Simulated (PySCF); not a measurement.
A GIAO shielding run with PySCF 2.14.0 with density-fitted response routines (density fitting, non-relativistic, gas phase) on `O=S([C@@H](C)CCF)(=O)O`, C4H9FO3S:

```
$ OMP_NUM_THREADS=1 python probes_run.py task.json out

{"job": {"kind": "nmr", "xc": "WP04", "basis": "pcSseg-1", "pop": false}, "charge": 0, "multiplicity": 1}
C      0.730847     1.708932     0.479523
C      0.174826     0.302958     0.338777
C     -1.225375     0.271054    -0.277589
C     -1.996219    -1.004726    -0.022656
F     -2.116230    -1.198169     1.336349
S      1.281334    -0.674406    -0.692133
O      0.855057    -2.067430    -0.702348
O      1.519071     0.050022    -1.921571
O      2.664053    -0.623763     0.165577
H      0.094054     2.283725     1.167733
H      1.753857     1.698439     0.879403
H      0.743904     2.216174    -0.495786
H      0.161004    -0.224146     1.306022
H     -1.788251     1.112400     0.158395
H     -1.162103     0.464240    -1.361654
H     -3.007448    -0.928551    -0.455381
H     -1.483642    -1.877768    -0.453044
H      2.777353    -1.501934     0.560878
```

Hardware: 1 thread of an Arm Neoverse V1, shared host.

Problem. How large is the calculation?

Solution. 82 electrons, 205 basis functions and 1087 auxiliary functions.

Problem. How long does it take, and how much memory does it need?

Solution. 46 s of wall time, with 17 SCF cycles and 4 response iterations; peak memory 0.92 GiB. Times on a shared host scatter by some tens of per cent.

Problem. And these other runs on the same molecule and hardware: GIAO shielding at PBE0/pcSseg-1?

Solution. PBE0/pcSseg-1: 205 functions, 35 s.
